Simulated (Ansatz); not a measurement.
Input file for Ansatz (a quantum-chemistry and plane-wave program): R-RI-MP2/cc-pVQZ on C8H8 (SMILES C12C3C4C1C1C2C3C41). The basis file is the Basis Set Exchange's JSON of that set.

Ansatz 0.2 input:
```yaml
crystal:
  periodic: [false, false, false]
  atoms:
    - {symbol: C, position_ang: [-0.75943068, 0.92280327, -0.64455222]}
    - {symbol: C, position_ang: [-1.16274435, 0.18211163, 0.67721390]}
    - {symbol: C, position_ang: [0.27178823, 0.43566532, 1.25702315]}
    - {symbol: C, position_ang: [0.67510158, 1.17635768, -0.06474255]}
    - {symbol: C, position_ang: [1.16275684, -0.18211114, -0.67720206]}
    - {symbol: C, position_ang: [-0.27177577, -0.43566607, -1.25701029]}
    - {symbol: C, position_ang: [-0.67508891, -1.17635769, 0.06475599]}
    - {symbol: C, position_ang: [0.75944410, -0.92280346, 0.64456378]}
    - {symbol: H, position_ang: [-1.37338267, 1.66882577, -1.16563158]}
    - {symbol: H, position_ang: [-2.10274695, 0.32933628, 1.22468984]}
    - {symbol: H, position_ang: [0.49150491, 0.78787008, 2.27323434]}
    - {symbol: H, position_ang: [1.22086858, 2.12736123, -0.11708838]}
    - {symbol: H, position_ang: [2.10275907, -0.32933484, -1.22467821]}
    - {symbol: H, position_ang: [-0.49149317, -0.78787152, -2.27322121]}
    - {symbol: H, position_ang: [-1.22085635, -2.12736102, 0.11710154]}
    - {symbol: H, position_ang: [1.37339555, -1.66882549, 1.16564396]}
basis:
  gaussian:
    orbitals: cc-pVQZ
    fitting: {mean_field: def2-universal-JKFIT, correlation: cc-pVQZ-RIFIT.json}
magnetization: {spin_polarized: false}
correlation: {method: mp2, electrons: outside_noble_gas}
scf: {lower_state_search: off}
```

It printed:

```
WARN ansatz: RAYON_NUM_THREADS=4 ignored (pool sized by the plan → 4); use --threads N
Functional definition: HF
these checks for a lower state are left out or cut short: stability, starts, cluster_reference, orbital_swaps, neighbouring_geometries, increment
integrals: 2.18 GiB planned
744 factors; integrals over basis functions are off by at most 3.6e0 eV
mean field: 3.21 GiB planned
mean field evaluation 1: about -8361.5994 eV, gradient 4.8e1 eV
mean field evaluation 2: about -8365.5442 eV, gradient 3.0e1 eV
mean field evaluation 4: about -8367.5293 eV, gradient 5.9e-1 eV
mean field evaluation 8: about -8367.5306 eV, gradient 1.0e-6 eV
mean field -8367.53062561 eV, -307.5010787752 hartree, gradient 1.0e-6 eV, S^2 0.000000; 0 other end points of the search recorded, 0 dependent functions left out
8 core orbitals not correlated
1496 factors; their error is unknown
reference -8367.53062561 eV, -307.5010787752 hartree; 20, 20 occupied and 652, 652 virtual orbitals, 1496 factors
second order -37.36878655 eV of doubles, -0.00000000 eV of singles
Total energy: -8404.89941216 eV, -308.8743563514 hartree
Checks for a lower state left out: stability, starts, cluster_reference, orbital_swaps, neighbouring_geometries, increment
```

Self-consistency was reached.

Cost: around 40 core-seconds (rough).
